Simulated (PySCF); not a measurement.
ClH₂NOSW, SMILES [O]=[W](=[NH])([SH])[Cl], multiplicity 1. Geometry optimised at B3LYP-D3(BJ)/def2-SVP. The spin state was assumed, not searched. The structure was generated by enumeration; whether it is a known compound was not checked. The def2 effective core potentials stand for the cores of W; spin–orbit coupling is left out. Other conformers were not sampled.

All values below come from B3LYP-D3(BJ)/def2-SVP (PySCF).

Harmonic wavenumbers (cm⁻¹): 110, 154, 182, 209, 280, 299, 387, 397, 536, 638, 681, 981, 1026, 2670, 3595. Rotational constants (GHz): 2.553, 1.533, 1.277; symmetry number 1.

**Question.** Work out the zero-point energy and the ideal-gas rigid-rotor harmonic-oscillator thermochemistry at 298.15 K and 1 atm.

**Answer.** ZPE = ½ Σ hcν = ½ × 12146 cm⁻¹ = 72.65 kJ/mol. H − E(el) = 94.44 kJ/mol. Entropy in J/(mol K): translation 179.17, rotation 119.47, vibration 69.70, total 368.34. G − E(el) = -15.39 kJ/mol. Cp = 107.01 J/(mol K). Modes under 150 cm⁻¹ make the vibrational entropy uncertain.
